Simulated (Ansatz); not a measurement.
Cost and result for the atomization energy of ClH5OSi2, SMILES `O[SiH2][SiH2]Cl` (9 atoms, 8 bonds).

```xyz
9

O     1.5752    0.6823    0.8987
Si    0.7622   -0.5428    0.1510
Si   -1.2559    0.3565   -0.6200
Cl   -2.4284    0.9070    0.9859
H     2.3783    0.4675    1.3750
H     1.5319   -1.0927   -1.0040
H     0.4920   -1.6748    1.0827
H    -1.0496    1.5579   -1.4671
H    -2.0057   -0.6609   -1.4023
```

The species carries charge 0 and has multiplicity 1. All single points use the PBE0-D4/def2-TZVP geometry. It is one conformer, not always the lowest. Program: Ansatz. Hardware: A = 2 threads of an AMD EPYC 7R13 on a shared host; B = 2 threads of an AMD EPYC 7R13 on a shared host and a share of an NVIDIA H100 80 GB. Times are those of one run each, without the atoms' runs, and a repeat can differ threefold. Electronic energies, without spin–orbit coupling; frozen cores. CCSD(T)/CBS extrapolates def2-TZVPP and def2-QZVPP, and its time is that of the two runs behind it. T1 = 0.011. B3LYP takes the VWN-RPA correlation (the form of Gaussian; ORCA's B3LYP/G).

CCSD(T)/CBS is a level of theory with its own doubt, some kJ/mol a heavy atom from the limit and from the frozen cores, so smaller differences don't rank the functionals.

| level | functions | wall time | atomization (kcal/mol) | difference from CCSD(T)/CBS | per bond |
| --- | --- | --- | --- | --- | --- |
| PBE-D4/def2-TZVPP (with forces) [A] | 227 | 3.1 s | 682.3 | -6.5 | -0.8 |
| PBE0-D4/def2-TZVPP [A] | 227 | 3.9 s | 675.9 | -12.9 | -1.6 |
| CCSD(T)/def2-TZVPP [B] | 227 | 4.6 s | 666.7 | -22.1 | -2.8 |
| r2SCAN-D4/def2-TZVPP (with forces) [A] | 227 | 5.5 s | 685.3 | -3.5 | -0.4 |
| B3LYP-D4/def2-TZVPP (with forces) [A] | 227 | 6.5 s | 680.9 | -7.9 | -1.0 |
| B2PLYP/def2-TZVPP [A] | 227 | 6.5 s | 673.7 | -15.1 | -1.9 |
| ωB97X-V/def2-TZVPP [A] | 227 | 9.5 s | 690.3 | 1.5 | 0.2 |
| ωB97M-V/def2-TZVPP (with forces) [A] | 227 | 13 s | 686.2 | -2.6 | -0.3 |
| CCSD(T)/def2-QZVPP [B] | 417 | 22 s | 679.9 | -8.9 | -1.1 |
| CCSD(T)/CBS(def2) | – | 26 s | 688.8 | 0.0 | 0.0 |

From PBE to PBE0 (25 % exact exchange), in def2-TZVPP and without D4, the atomization energy moves by −5.7 kcal/mol: exact exchange takes away binding that semilocal exchange gives to molecules. In def2-TZVPP, CCSD(T) changes the Hartree–Fock value by +158.3 kcal/mol (the triples alone add +8.2 kcal/mol) and MP2 by +165.0 kcal/mol; breaking electron pairs costs correlation energy, which Hartree–Fock lacks. The D4 term adds +7.9 kcal/mol with B3LYP and +4.2 kcal/mol with PBE0; it sums over pairs of atoms, weighted by their polarisabilities, and B3LYP, whose exchange is more repulsive, gets the larger term.
